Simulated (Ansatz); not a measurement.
Cost and result for the atomization energy of C2H5BrGe (`C=[C]([GeH3])Br`) (9 atoms, 8 bonds).

Cartesian coordinates in Å:
```
C -0.4662 1.1369 -1.0219
C -0.3956 0.5261 0.1504
Ge 0.5984 -1.1109 0.5039
Br -1.3116 1.2461 1.6523
H -1.0324 2.0490 -1.1768
H 0.0588 0.7214 -1.8764
H -0.3730 -2.1919 0.9953
H 1.6527 -0.8346 1.5836
H 1.2690 -1.5422 -0.8103
```

Charge 0, multiplicity 1. Correlated methods include outer-core shells of Br, Ge, which these sets cover unevenly. Scalar relativity is left out up to krypton. The geometry is a stationary point of PBE0-D4/def2-TZVP. Program: Ansatz. All runs use 4 threads of an Arm Neoverse V1 on a shared host. Times are those of one run each, without the atoms' runs, and a repeat can differ threefold. Electronic energies, without spin–orbit coupling; frozen cores. CCSD(T)/CBS adds CCSD(T) − MP2 in def2-TZVPP to the MP2 limit, and its time is that of the two runs behind it. T1 = 0.011. With those shells the extrapolation isn't a true limit. B3LYP takes the VWN-RPA correlation (the form of Gaussian; ORCA's B3LYP/G).

CCSD(T)/CBS is a level of theory with its own doubt, some kJ/mol a heavy atom from the limit and from the frozen cores, so smaller differences don't rank the functionals.

```
                             level  functions  wall time
   PBE-D4/def2-TZVPP (with forces)        228      2.5 s
                PBE0-D4/def2-TZVPP        228      3.7 s
r2SCAN-D4/def2-TZVPP (with forces)        228      5.5 s
 B3LYP-D4/def2-TZVPP (with forces)        228      5.5 s
                 B2PLYP/def2-TZVPP        228        6 s
                ωB97X-V/def2-TZVPP        228        9 s
  ωB97M-V/def2-TZVPP (with forces)        228       13 s
                    MP2/def2-QZVPP        442       28 s
                CCSD(T)/def2-TZVPP        228    3.3 min
                 CCSD(T)/CBS(def2)          –    3.8 min
```

Task: What atomization energy does each give, and how far from CCSD(T)/CBS? (An estimate is asked.)

Result: Ansatz gave: 
| level | atomization (kcal/mol) | difference from CCSD(T)/CBS | per bond |
| --- | --- | --- | --- |
| PBE-D4/def2-TZVPP (with forces) | 724.1 | 9.3 | 1.2 |
| PBE0-D4/def2-TZVPP | 713.2 | -1.6 | -0.2 |
| r2SCAN-D4/def2-TZVPP (with forces) | 715.1 | 0.3 | 0.0 |
| B3LYP-D4/def2-TZVPP (with forces) | 709.0 | -5.8 | -0.7 |
| B2PLYP/def2-TZVPP | 702.8 | -12.0 | -1.5 |
| ωB97X-V/def2-TZVPP | 712.9 | -1.9 | -0.2 |
| ωB97M-V/def2-TZVPP (with forces) | 708.8 | -6.0 | -0.7 |
| MP2/def2-QZVPP | 715.4 | 0.6 | 0.1 |
| CCSD(T)/def2-TZVPP | 699.2 | -15.6 | -2.0 |
| CCSD(T)/CBS(def2) | 714.8 | 0.0 | 0.0 |

The D4 term adds +8.2 kcal/mol with B3LYP and +4.3 kcal/mol with PBE0; it sums over pairs of atoms, weighted by their polarisabilities, and B3LYP, whose exchange is more repulsive, gets the larger term. In def2-TZVPP, CCSD(T) changes the Hartree–Fock value by +184.1 kcal/mol (the triples alone add +12.2 kcal/mol) and MP2 by +191.3 kcal/mol; breaking electron pairs costs correlation energy, which Hartree–Fock lacks. From PBE to PBE0 (25 % exact exchange), in def2-TZVPP and without D4, the atomization energy moves by −10.2 kcal/mol: exact exchange takes away binding that semilocal exchange gives to molecules.
